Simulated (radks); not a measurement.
Values are calculated unless marked as measured or tabulated.
The nuclear charge of the gadolinium ion Gd+ is varied continuously with 63 electrons held in [Xe] 4f7 5d1 6s1. Code: a radial shooting solver on a logarithmic mesh with Libxc functionals. Model: Dirac Kohn-Sham, PBE, spin-unpolarised, spherical densities, finite nucleus; open shells are shared between the two j in proportion to 2j + 1; Fermi nuclear charge, rms radius 5.1569 fm. By the Hellmann-Feynman theorem dE/dZ = E(electron-nucleus)/Z, the electronic potential at the nucleus (averaged over a nucleus of fixed radius).

| Z | E (hartree) | E(electron-nucleus)/Z (hartree) | HOMO | e(HOMO) (eV) | <r> HOMO (bohr) |
|---|---|---|---|---|---|
| 63.5 | -11063.8926 | -427.689 | 5d5/2 | -4.164 | 2.989 |
| 64 | -11278.9837 | -432.675 | 5d5/2 | -8.276 | 2.588 |
| 64.5 | -11496.5670 | -437.659 | 6s1/2 | -13.003 | 3.403 |
| 65 | -11716.6437 | -442.649 | 6s1/2 | -17.114 | 3.191 |

The central difference of E at Z = 64 is -432.674 hartree, to compare with the third column; the second derivative is -9.97 hartree.
